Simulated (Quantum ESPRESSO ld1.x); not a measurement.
Sn III, configuration [Kr] 4d9.5 5s2 5p0.5 (fractional occupations, a model configuration).

All-electron calculation, scalar-relativistic Kohn-Sham, LDA (Slater exchange, Perdew-Zunger correlation), spin-polarised, spherical densities, point nucleus; open shells are filled with parallel spins first. Program: ld1.x of Quantum ESPRESSO 7.5.

Energy parts (hartree):
total: -6170.6016
kinetic: 6441.1301
electron-nucleus: -14889.9813
Hartree: 2436.9481
exchange-correlation: -158.6984

Orbitals (lengths in bohr, moments of r in powers of bohr; <r^-3> diverges for s and p1/2; r(90%) holds 90 % of the orbital's charge):
| orbital | occ. | eigenvalue (hartree) | r(90%) | <r^-3> |
|---|---|---|---|---|
| 1s up | 1 | -1065.81 | 0.0522 | - |
| 1s down | 1 | -1065.81 | 0.0522 | - |
| 2s up | 1 | -161.623 | 0.194 | - |
| 2s down | 1 | -161.618 | 0.194 | - |
| 2p up | 3 | -145.260 | 0.178 | 4692 |
| 2p down | 3 | -145.256 | 0.178 | 4692 |
| 3s up | 1 | -31.8175 | 0.500 | - |
| 3s down | 1 | -31.8138 | 0.500 | - |
| 3p up | 3 | -26.4703 | 0.508 | 868.5 |
| 3p down | 3 | -26.4663 | 0.508 | 868.6 |
| 3d up | 5 | -18.2146 | 0.496 | 119.6 |
| 3d down | 5 | -18.2095 | 0.496 | 119.6 |
| 4s up | 1 | -5.70298 | 1.18 | - |
| 4s down | 1 | -5.68683 | 1.18 | - |
| 4p up | 3 | -4.07730 | 1.30 | 159.5 |
| 4p down | 3 | -4.06102 | 1.30 | 159.6 |
| 4d up | 5 | -1.71883 | 1.67 | 15.15 |
| 4d down | 4.5 | -1.70244 | 1.67 | 15.16 |
| 5s up | 1 | -1.03198 | 3.13 | - |
| 5s down | 1 | -1.01498 | 3.14 | - |
| 5p up | 0.5 | -0.71109 | 3.77 | 16.40 |
| 5p down | 0 | -0.69478 | 3.79 | 16.30 |

The highest occupied level is 5p up at -19.350 eV. Summed over all electrons, <r^2> = 36.55 bohr^2, which gives a Langevin (diamagnetic) susceptibility term of -29 x 10^-6 cm^3/mol. The density falls to 0.001 e/bohr^3 at r = 3.82 bohr. Spin moment in Bohr magnetons: 1.
